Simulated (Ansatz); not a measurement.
Ideal-gas functions of ClH4NSi2 (`Cl[SiH]1N[SiH2]1`) at 400 K and 1 bar, from an Ansatz frequency run at PBE0-D4/def2-TZVP.

Molar mass 109.66 g/mol, point group C1 (symmetry number 1), electronic degeneracy 1, moments of inertia 53.571, 277.829, 291.046 u Å². Harmonic wavenumbers (cm⁻¹, unscaled): 137, 217, 379, 461, 532, 552, 584, 648, 740, 763, 820, 937, 971, 1015, 2212, 2222, 2244, 3635.

Use S(trans) = R[1.5 ln M + 2.5 ln T − 1.1517]; rotational temperatures θ = 24.2544 K / I; S(rot) = R[ln(√π/σ · √(T³/θAθBθC)) + 1.5]; for each mode x = 1.438777 ν̃/T, S = R[x/(eˣ − 1) − ln(1 − e⁻ˣ)] and H = RT x/(eˣ − 1); 1 cm⁻¹ = 0.0119627 kJ/mol; R = 8.31446 J/(mol·K).

Question: By hand: the entropy, in J/(mol·K).

Answer: Translation 173.5. Rotation: θ = 0.4528, 0.0873, 0.0833 K, giving 115.7. Vibration, mode by mode: 14.28, 10.58, 6.35, 5.00, 4.08, 3.86, 3.52, 2.94, 2.26, 2.12, 1.80, 1.29, 1.17, 1.03, 0.03, 0.03, 0.02, 0.00, in all 60.4. Electronic 0.0. Sum 349.6 J/(mol·K).

Question: By hand: H − E and G − E in kJ/mol, counted from the electronic energy.

Answer: Zero-point energy ½ × 19069 × 0.0119627 = 114.1; thermal vibration 14.5; translation, rotation and pV give 4 RT = 13.3. H − E = 141.9 kJ/mol, and G − E = 141.9 − 400 × 349.6/1000 = 2.1 kJ/mol.

Vibration gives 17 % of the entropy, 14.3 J/(mol·K) of it from the mode under 150 cm⁻¹: soft modes count most, and the harmonic formula is weakest for them. The sum counts one conformer and one mirror image; others add a mixing term.
